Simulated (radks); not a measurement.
The numbers below are computed, except where a source is named.
Problem. All-electron atom: Br I in [Ar] 3d10 4s2 4p5. Level of theory: scalar-relativistic Kohn-Sham, PBE, spin-polarised, spherical densities, point nucleus; open shells are filled with parallel spins first; hard spherical wall at 12 bohr (a radial shooting solver on a logarithmic mesh with Libxc functionals). Some entries of the table are withheld. Estimate them.

| orbital | occ. | eigenvalue (hartree) | <r> (bohr) |
|---|---|---|---|
| 1s up | 1 | -489.4321 | 0.04275 |
| 1s down | 1 | -489.4300 | 0.04275 |
| 2s up | 1 | -63.68972 | 0.1895 |
| 2s down | 1 | -63.68856 | 0.1895 |
| 2p up | 3 | -56.17335 | 0.1654 |
| 2p down | 3 | -56.17132 | 0.1654 |
| 3s up | 1 | -8.74939 | 0.5514 |
| 3s down | 1 | -8.74664 | 0.5514 |
| 3p up | 3 | -6.37617 | 0.5642 |
| 3p down | 3 | -6.37309 | 0.5640 |
| 3d up | 5 | -2.45275 | 0.5908 |
| 3d down | 5 | -2.44878 | 0.5900 |
| 4s up | 1 | -0.75312 | 1.675 |
| 4s down | 1 | -0.72428 | 1.675 |
| 4p up | 3 | (1) | 2.094 |
| 4p down | 2 | (2) | 2.119 |
| 5s up | 0 | -0.01275 | (3) |
| 5s down | 0 | -0.00787 | (4) |
| 5p up | 0 | 0.03924 | 6.712 |
| 5p down | 0 | 0.04254 | 6.785 |
| 4d up | 0 | 0.06772 | 6.296 |
| 4d down | 0 | 0.07206 | 6.492 |

Solution. 
(1) 4p up eigenvalue (hartree): -0.30150
(2) 4p down eigenvalue (hartree): -0.27387
(3) 5s up <r> (bohr): 5.697
(4) 5s down <r> (bohr): 5.798
